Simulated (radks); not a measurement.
The numbers below are computed, except where a source is named.
Task: The mean radii <r> (bohr) of the occupied orbitals of an atom or ion are listed with their occupations. Code: a radial shooting solver on a logarithmic mesh with Libxc functionals. Model: Dirac Kohn-Sham, PBE, spin-unpolarised, spherical densities, finite nucleus; Fermi nuclear charge, rms radius of each element as measured or else 0.836 A^(1/3) + 0.57 fm.

orbital  occ.     <r>
1s1/2       2  0.2283
2s1/2       1   1.054

Name the element and its charge. Open shells, if any, fill j = l - 1/2 first.

Result: Z = 7, nitrogen, charge +4: N4+ in [He] 2s1. The 1s radius gives Z: for a bare nucleus <r> = (2 gamma + 1)/(2Z) with gamma = sqrt(1 - (Z/c)^2), 0.2141 bohr for Z = 7, and screening makes it slightly larger (0.2283 here). The occupations add up to 3, and the charge is Z minus that.
